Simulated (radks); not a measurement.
The numbers below are computed, except where a source is named.
Problem. Spherical jellium clusters: N electrons in a uniform positive sphere of charge N and radius rs N^(1/3), rs = 3.78 bohr. Level of theory: non-relativistic Kohn-Sham, LDA (Slater exchange, Perdew-Wang correlation), spin-polarised, spherical densities (a radial shooting solver with Libxc functionals). Levels are named by radial order and angular momentum (1s, 1p, 1d, 2s, ...), and open shells are averaged over m. At N = 13 the configuration is 1s2 1p6 1d(up 5, down 0). The background grows by one charge. Does electron 14 go into 2s up or 2s down or 1d down?

Solution. Into 1d down. The total energies of the other choices lie higher by 0.0756 eV (2s up), 0.334 eV (2s down).
